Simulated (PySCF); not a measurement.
Computed shifts of a molecule C3H8GeO, PBE/pcSseg-1 in PySCF, GIAO, gas phase, equivalent atoms averaged, in ppm (number of nuclei): ¹³C: 153.4 (1), 110.5 (1), 18.1 (1). ¹H: 6.58 (1), 5.51 (3), 5.45 (1), 1.96 (3). References: ¹³C against TMS (σ = 182.0 ppm); ¹⁷O against H2O (σ = 334.3 ppm); ⁷³Ge against GeH4 (σ = 1614.4 ppm); ¹H against TMS (σ = 31.49 ppm), references at their B3LYP-D3(BJ)/def2-TZVP geometries, non-relativistic. The structure is a stationary point at B3LYP-D3(BJ)/def2-SVP. Other conformers were not sampled.

Problem. Pick the molecule that these values belong to.
(A) C/C=C/[O][GeH3]
(B) C=C[CH2][GeH2][OH]
(C) OC1[CH2][GeH2][CH2]1
(D) C[C@@H]1C[O][GeH2]1

Solution. A, C/C=C/[O][GeH3]
